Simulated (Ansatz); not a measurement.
Reaction (cleavage of the Al–Si bond): `[AlH2][SiH]([SiH3])O[SiH3]` + `O[Si](O)(O)O` → `O[Si](O)(O)[O][AlH2]` + `[SiH3]O[SiH2][SiH3]`

Computed with Ansatz on PBE0-D4/def2-TZVP structures; ΔE is electronic, products minus reactants. CBS: MP2 limit from def2 TZ/QZ plus the TZ coupled-cluster correction, frozen cores. This one scheme is used for every species. DFT in def2-TZVPP. HSE06 is defined as in plane-wave codes. Each species was taken in one conformer, which may not be the lowest.

`[AlH2][SiH]([SiH3])O[SiH3]`:

Z-matrix (Å, degrees):
```
Si
Si 1 2.353
O 1 1.655 2 111.0
Al 1 2.458 2 111.0 3 -124.3
H 1 1.499 2 104.8 3 117.3
H 2 1.490 1 111.1 3 64.2
H 2 1.490 1 108.2 3 -177.2
H 2 1.489 1 112.4 3 -57.2
Si 3 1.636 1 141.6 2 48.8
H 4 1.590 1 118.4 2 -58.4
H 4 1.588 1 121.9 2 120.2
H 9 1.488 3 110.1 1 -54.4
H 9 1.483 3 108.2 1 -174.2
H 9 1.487 3 110.4 1 65.8
```

`O[Si](O)(O)O`:

```xyz
9

O     1.072    1.223   -0.127
Si    0.000    0.000    0.000
O    -1.132    0.261   -1.145
O    -0.796   -0.103    1.420
O     0.856   -1.380   -0.148
H     0.715    2.085   -0.344
H    -1.970   -0.190   -1.030
H    -0.332   -0.528    2.142
H     1.586   -1.367   -0.769
```

`O[Si](O)(O)[O][AlH2]`:

```xyz
11

O     0.609   -1.363    1.361
Si    0.662   -0.398    0.045
O     0.395   -1.326   -1.272
O     2.145    0.296    0.078
O    -0.477    0.739    0.006
Al   -2.083    1.243   -0.142
H     1.155   -1.095    2.101
H     0.884   -2.148   -1.321
H     2.271    1.075   -0.466
H    -2.311    2.734   -0.613
H    -3.249    0.243    0.222
```

`[SiH3]O[SiH2][SiH3]`:

Cartesian coordinates in Å:
```
Si -0.868 0.243 -1.987
O -1.253 -0.284 -0.489
Si -0.725 -0.500 1.049
Si 1.521 0.138 1.295
H 0.548 0.700 -2.013
H -1.046 -0.864 -2.958
H -1.756 1.374 -2.356
H -0.884 -1.935 1.409
H -1.580 0.302 1.965
H 1.705 1.579 0.972
H 2.404 -0.664 0.406
H 1.932 -0.089 2.708
```

```json
{"level": "PBE0", "ΔE (kJ/mol)": "-145.9"}
{"level": "HSE06", "ΔE (kJ/mol)": "-145.3"}
```

What does CCSD(T)/CBS give? (Estimate.)

Computed: -165.0 kJ/mol. The listed levels differ from it by 19.1, 19.7 kJ/mol.

Largest T1 diagnostic among the species: 0.013.

From BLYP to BHLYP (50 % exact exchange), in def2-TZVPP and without D4, ΔE moves by −15.1 kJ/mol. In def2-TZVPP, CCSD(T) changes the Hartree–Fock value by +22.0 kJ/mol (the triples alone add +3.4 kJ/mol) and MP2 by +13.3 kJ/mol. At CCSD(T), def2-SVP lies −5.4 kJ/mol from the extrapolated value and def2-TZVPP +0.3 kJ/mol.
